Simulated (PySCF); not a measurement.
CaF, SMILES [F][Ca], multiplicity 2. Geometry: PBE0-D3(BJ)/def2-TZVPD. The multiplicity is an assumed one; other spin states were not compared.

Computed equilibrium geometry at PBE0-D3(BJ)/def2-TZVPD (PySCF confirms it by a frequency run) as Cartesian coordinates in Å, and its point group:
point group C∞v.
```xyz
2

Ca     0.0000     0.0000    -0.6067
F      0.0000     0.0000     1.3482
```
Charge 0, spin multiplicity 2.
